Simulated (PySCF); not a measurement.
H8N2Si2, SMILES N[SiH](N)[SiH3]. Atoms are numbered in the order given.

```xyz
12

N     -0.4936     1.7174    -0.4998
Si    -0.5686     0.1772     0.2868
N     -1.7122    -0.8147    -0.5513
Si     1.6364    -0.6123     0.2538
H     -1.3376     2.2617    -0.6481
H      0.3242     2.3105    -0.4136
H     -1.0652     0.1634     1.7026
H     -2.2860    -1.4821    -0.0497
H     -1.5732    -1.0832    -1.5192
H      2.6024     0.3968     0.7938
H      1.7724    -1.8587     1.0699
H      2.0550    -0.9351    -1.1464
```
Charge 0, spin multiplicity 1.

The structure is a stationary point at ωB97X-D3(BJ)/def2-SVP. The values are those of a single conformer.

These are PySCF with PBE/def2-TZVP values and carry that method's errors.

Atomic charges (e):

```
atom  Mulliken  Löwdin  meta-Löwdin
----  --------  ------  -----------
N1       -0.57   -0.25   (withheld)
Si2       0.41   -0.08         0.73
N3       -0.57   -0.24   (withheld)
Si4      -0.03    0.09         0.09
H5        0.22    0.15   (withheld)
H6        0.23    0.16   (withheld)
H7       -0.07   -0.04        -0.13
H8        0.23    0.16   (withheld)
H9        0.23    0.15   (withheld)
H10      -0.03   -0.03   (withheld)
H11      -0.02   -0.03   (withheld)
H12      -0.02   -0.03   (withheld)
```

Task: Some entries are withheld; supply them. (Estimate from the structure and the level; the computed values follow.)

Result: 
- N1, meta-Löwdin: -0.72
- N3, meta-Löwdin: -0.72
- H5, meta-Löwdin: 0.24
- H6, meta-Löwdin: 0.24
- H8, meta-Löwdin: 0.24
- H9, meta-Löwdin: 0.24
- H10, meta-Löwdin: -0.07
- H11, meta-Löwdin: -0.06
- H12, meta-Löwdin: -0.06

Computed Mayer and Wiberg (Löwdin basis) orders of the bonds:
```csv
bond,Mayer,Wiberg
N1–Si2,1.17,1.55
Si2–N3,1.17,1.54
Si2–Si4,0.93,1.10
N1–H5,0.91,0.95
N1–H6,0.92,0.95
Si2–H7,0.90,0.89
N3–H8,0.92,0.96
N3–H9,0.92,0.96
Si4–H10,0.93,0.96
Si4–H11,0.94,0.96
Si4–H12,0.94,0.96
```
